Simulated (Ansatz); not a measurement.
Reaction (ligand exchange at the Si–C bond): `[SiH3]CC1C[SiH2]1` + `NC(O)(F)F` → `NC(F)(F)O[SiH3]` + `CC1C[SiH2]1`

Computed with Ansatz on PBE0-D4/def2-TZVP structures; ΔE is electronic, products minus reactants. CCSD(T)/CBS is the MP2 limit (def2-TZVPP, def2-QZVPP) plus CCSD(T) − MP2 in def2-TZVPP, frozen cores. Functionals use def2-TZVPP. B3LYP here is the variant with VWN-RPA as its local correlation; programs differ in this. Each species was taken in one conformer, which may not be the lowest.

```
             level  ΔE (kJ/mol)  difference from CCSD(T)/CBS
            PBE-D4        -79.3                         12.4
         r2SCAN-D4        -91.2                          0.5
           PBE0-D4        -82.4                          9.3
          B3LYP-D4        -94.5                         -2.8
           ωB97X-V        -92.9                         -1.2
           ωB97M-V        -91.6                          0.1
            B2PLYP        -97.5                         -5.8
               PBE        -81.7                         10.0
            r2SCAN        -92.0                         -0.3
              PBE0        -84.6                          7.1
             B3LYP        -98.4                         -6.7
     HF/def2-TZVPP       -111.0                        -19.3
    MP2/def2-TZVPP        -91.9                         -0.2
SCS-MP2/def2-TZVPP        -96.5                         -4.8
   CCSD/def2-TZVPP        -93.4                         -1.7
CCSD(T)/def2-TZVPP        -90.7                          1.0
     HF/def2-QZVPP       -112.7                        -21.0
    MP2/def2-QZVPP        -93.0                         -1.3
SCS-MP2/def2-QZVPP        -97.5                         -5.8
      HF/CBS(def2)       -112.9                        -21.2
     MP2/CBS(def2)        -92.8                         -1.1
    CCSD/CBS(def2)        -94.4                         -2.7
       CCSD(T)/CBS        -91.7                            0
```

Largest T1 diagnostic among the species: 0.012.

In def2-TZVPP, CCSD(T) changes the Hartree–Fock value by +20.3 kJ/mol (the triples alone add +2.7 kJ/mol) and MP2 by +19.2 kJ/mol. The D4 term adds +3.9 kJ/mol with B3LYP and +2.3 kJ/mol with PBE0; it sums over pairs of atoms, weighted by their polarisabilities, and B3LYP, whose exchange is more repulsive, gets the larger term.
